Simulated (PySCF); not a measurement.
# Radial density of Ag⁺ (silver, charge +1)

PBE0, [Kr] 4d10, closed-shell 1S. All numbers are calculated (PySCF 2.14, scalar relativity through the core potential, in def2-SVP with the def2 core potential (28 electrons) (5s3p2d1f, 31 functions)). This is the valence pseudo-density: the core potential removes the inner electrons and smooths the orbitals near the nucleus.

| r (bohr) | 4πr²ρ (e/bohr) |
| --- | --- |
| 0.0188 | 1.070e-05 |
| 0.0316 | 2.982e-05 |
| 0.0531 | 8.309e-05 |
| 0.0893 | 0.0002835 |
| 0.150 | 0.002775 |
| 0.253 | 0.07300 |
| 0.425 | 1.874 |
| 0.715 | 14.94 |
| 1.20 | 13.81 |
| 2.02 | 2.784 |
| 3.40 | 0.2145 |
| 5.72 | 0.001731 |

Energies and moments cover only the electrons outside the core potential.
